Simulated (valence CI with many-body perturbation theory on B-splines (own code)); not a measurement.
## As²⁶⁺: calculated level list

Calculated by configuration interaction combined with many-body perturbation theory (CI+MBPT): five valence electrons over a frozen Dirac-Fock core [He], a basis of 9 s, 9 p, 8 d, 6 f, 3 g, 1 h functions for each j, with the one-electron correlation potential Σ1, the two-electron term Σ2, the three-electron term Σ3, Breit, model QED; selected CI, second order for the rest (own B-spline code, finite nucleus).

The last digits are not significant, and no measured levels were compared; by estimate large intervals hold to a few tenths of a per cent, small ones and those within an open d or f shell to about a per cent. Among the levels kept, up to 1600 cm⁻¹ of a level comes from second order outside the variational space, and about a tenth of that is noise between levels of different J, which matters for small intervals.

Levels 1 to 45 of 84, with energies above the lowest level, (2s^2 2p1/2^2 2p3/2) J=3/2. "Leading %" is the weight of the configuration and term that name the level; weights of strongly mixed levels are sums over their largest components and can fall short. In the jj column 3d3/2^4 stands for four electrons in 3d with j = 3/2. Lifetimes count E1, E2, E3, M1 and M2 decay at the calculated energies, and are blank where another channel may lead or the interval is too uncertain; long ones can be off by a factor of two.

```tsv
No.	Configuration	Term	J	E (× 10³ cm⁻¹)	Leading %	Lifetime	Leading jj
1	2s²2p³	⁴S°	3/2	0.00	58		2s^2 2p1/2^2 2p3/2 (86 %)
2	2s²2p³	²D°	3/2	263.64	58	2.80 μs	2s^2 2p1/2 2p3/2^2 (88 %)
3	2s²2p³	²D°	5/2	349.74	100	15.5 μs	2s^2 2p1/2 2p3/2^2 (100 %)
4	2s²2p³	²P°	1/2	467.90	99	1.83 μs	2s^2 2p1/2 2p3/2^2 (99 %)
5	2s²2p³	²P°	3/2	706.93	61	739 ns	2s^2 2p3/2^3 (96 %)
6	2s2p⁴	⁴P	5/2	1151.2	91	44.0 ps	2s 2p1/2^2 2p3/2^2 (90 %)
7	2s2p⁴	⁴P	3/2	1339.8	86	20.1 ps	2s 2p1/2 2p3/2^3 (57 %)
8	2s2p⁴	⁴P	1/2	1361.1	78	19.6 ps	2s 2p1/2^2 2p3/2^2 (66 %)
9	2s2p⁴	²D	3/2	1604.1	72	10.6 ps	2s 2p1/2 2p3/2^3 (58 %)
10	2s2p⁴	²D	5/2	1681.2	91	15.4 ps	2s 2p1/2 2p3/2^3 (90 %)
11	2s2p⁴	²S	1/2	1830.7	45	6.20 ps	2s 2p1/2 2p3/2^3 (54 %)
12	2s2p⁴	²P	3/2	1905.9	80	4.64 ps	2s 2p1/2 2p3/2^3 (85 %)
13	2s2p⁴	²P	1/2	2193.5	60	5.02 ps	2s 2p3/2^4 (75 %)
14	2p⁵	²P°	3/2	2903.7	98	5.47 ps	2p1/2^2 2p3/2^3 (98 %)
15	2p⁵	²P°	1/2	3217.2	99	4.64 ps	2p1/2 2p3/2^4 (99 %)
16	2s²2p²3s	⁴P	1/2	12460	62	194 fs	2s^2 2p1/2^2 3s (94 %)
17	2s²2p²3s	⁴P	3/2	12704	90	248 fs	2s^2 2p1/2 2p3/2 3s (98 %)
18	2s²2p²3p	⁴D°	1/2	12736	47	17.0 ps	2s^2 2p1/2^2 3p1/2 (94 %)
19	2s²2p²3s	²P	1/2	12739	72	112 fs	2s^2 2p1/2 2p3/2 3s (98 %)
20	2s²2p²3s	⁴P	5/2	12777	57	203 fs	2s^2 2p1/2 2p3/2 3s (92 %)
21	2s²2p²3s	²D	3/2	12807	49	117 fs	2s^2 2p1/2 2p3/2 3s (96 %)
22	2s²2p²3p	⁴D°	3/2	12855	37	10.5 ps	2s^2 2p1/2^2 3p3/2 (88 %)
23	2s²2p²3p	⁴P°	1/2	12977	34	18.2 ps	2s^2 2p1/2 2p3/2 3p1/2 (95 %)
24	2s²2p²3p	⁴D°	3/2	13009	47	17.1 ps	2s^2 2p1/2 2p3/2 3p1/2 (93 %)
25	2s²2p²3p	⁴D°	5/2	13059	48	23.5 ps	2s^2 2p1/2 2p3/2 3p1/2 (82 %)
26	2s²2p²3p	⁴P°	5/2	13080	42	11.0 ps	2s^2 2p1/2 2p3/2 3p3/2 (89 %)
27	2s²2p²3s	²D	5/2	13090	56	170 fs	2s^2 2p3/2^2 3s (92 %)
28	2s²2p²3p	⁴P°	1/2	13094	49	10.9 ps	2s^2 2p1/2 2p3/2 3p3/2 (93 %)
29	2s²2p²3s	²D	3/2	13114	48	118 fs	2s^2 2p3/2^2 3s (95 %)
30	2s²2p²3p	²D°	3/2	13117	52	4.55 ps	2s^2 2p1/2 2p3/2 3p3/2 (90 %)
31	2s²2p²3p	⁴D°	7/2	13150	59	25.4 ps	2s^2 2p1/2 2p3/2 3p3/2 (92 %)
32	2s²2p²3p	⁴S°	3/2	13154	39	1.75 ps	2s^2 2p1/2 2p3/2 3p1/2 (64 %)
33	2s²2p²3d	⁴F	3/2	13160	46	146 fs	2s^2 2p1/2^2 3d3/2 (94 %)
34	2s²2p²3p	²P°	3/2	13192	56	4.12 ps	2s^2 2p1/2 2p3/2 3p3/2 (73 %)
35	2s²2p²3d	⁴F	5/2	13215	28	42.9 fs	2s^2 2p1/2^2 3d5/2 (89 %)
36	2s²2p²3p	²D°	5/2	13224	34	6.34 ps	2s^2 2p1/2 2p3/2 3p3/2 (81 %)
37	2s²2p²3s	²S	1/2	13273	78	148 fs	2s^2 2p3/2^2 3s (93 %)
38	2s²2p²3p	²P°	1/2	13278	76	3.49 ps	2s^2 2p1/2 2p3/2 3p3/2 (81 %)
39	2s2p³3s	⁶S°	5/2	13369	83	1.84 ps	2s 2p1/2^2 2p3/2 3s (55 %)
40	2s²2p²3d	²P	3/2	13410	39	78.9 fs	2s^2 2p1/2 2p3/2 3d3/2 (94 %)
41	2s²2p²3p	²D°	3/2	13417	30	1.23 ps	2s^2 2p3/2^2 3p1/2 (80 %)
42	2s²2p²3d	⁴F	5/2	13420	53	137 fs	2s^2 2p1/2 2p3/2 3d3/2 (91 %)
43	2s²2p²3d	⁴D	1/2	13423	80	169 fs	2s^2 2p1/2 2p3/2 3d3/2 (98 %)
44	2s²2p²3d	⁴F	7/2	13426	61	723 fs	2s^2 2p1/2 2p3/2 3d5/2 (93 %)
45	2s²2p²3p	²D°	5/2	13449	63	7.32 ps	2s^2 2p3/2^2 3p1/2 (66 %)
```

The ionisation energy to 2s²2p² ³P0 of the next ion comes out as 2765.3 eV (NIST: 2766 ± 21 eV (semi-empirical)). All 84 levels together are meant to be complete up to 13991 × 10³ cm⁻¹.
